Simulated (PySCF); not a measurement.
Polarisability and C₆ of Cr(2+) (chromium, charge +2)

[Ar] 3d4, high-spin 5D determinant. Calculation: PySCF 2.14, in aug-cc-pwCVTZ (10s9p7d4f3g, 127 functions); no relativity, point nucleus. Coupled (time-dependent) response in atomic units; α is the mean over directions.

```tsv
method	mean α (bohr³)	α xx, yy, zz	C₆ (like pair)	S(−4)
UHF	3.589	3.382, 3.382, 4.003	10.71	6.495
PBE	4.541	4.253, 4.253, 5.116	13.62	14.13
```

S(−4) is the Cauchy moment in α(ω) = α(0) + S(−4) ω² + …

α(iu) at PBE:

```csv
u (hartree),α(iu) (bohr³)
0,4.541
0.0500,4.506
0.100,4.407
0.200,4.082
0.300,3.698
0.500,3.023
0.750,2.422
1.00,1.997
1.50,1.432
2.00,1.075
3.00,0.6618
5.00,0.3208
```

A single London oscillator, α(iu) = α/(1 + u²/ω²), gives C₆ = (3/4) ω α². Matching the computed C₆ needs ω = 4 × 13.62 / (3 × 4.541²) = 0.881 hartree.

For an ion, C₆ is the dispersion term alone; charge-induced terms of lower order in 1/R come first.

The components differ because the open shell of this determinant is not spherical; for a pure term their mean is the scalar polarisability.
